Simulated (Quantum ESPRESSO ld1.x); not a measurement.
Values are calculated unless marked as measured or tabulated.
Q: Species: neutral sulfur. Configuration: [Ne] 3s2 3p4. Level of theory: Dirac Kohn-Sham, relativistic LDA (MacDonald-Vosko exchange, VWN5 correlation), spin-unpolarised, spherical densities, point nucleus; open shells are shared between the two j in proportion to 2j + 1 (ld1.x of Quantum ESPRESSO 7.5). Some entries of the table are withheld. Estimate them.

| orbital | occ. | eigenvalue (Ry) | r(max) (bohr) | <r> (bohr) |
|---|---|---|---|---|
| 1s1/2 | 2 | -175.882 | 0.064 | 0.09725 |
| 2s1/2 | 2 | -15.4734 | (1) | (2) |
| 2p1/2 | 2 | (3) | (4) | (5) |
| 2p3/2 | 4 | (6) | (7) | (8) |
| 3s1/2 | 2 | -1.26893 | 1.40 | 1.694 |
| 3p1/2 | 1.33333 | -0.52670 | 1.60 | 2.065 |
| 3p3/2 | 2.66667 | -0.52039 | 1.60 | 2.076 |

A: 
(1) 2s1/2 r(max) (bohr): 0.390
(2) 2s1/2 <r> (bohr): 0.4813
(3) 2p1/2 eigenvalue (Ry): -11.5587
(4) 2p1/2 r(max) (bohr): 0.325
(5) 2p1/2 <r> (bohr): 0.4421
(6) 2p3/2 eigenvalue (Ry): -11.4663
(7) 2p3/2 r(max) (bohr): 0.327
(8) 2p3/2 <r> (bohr): 0.4444
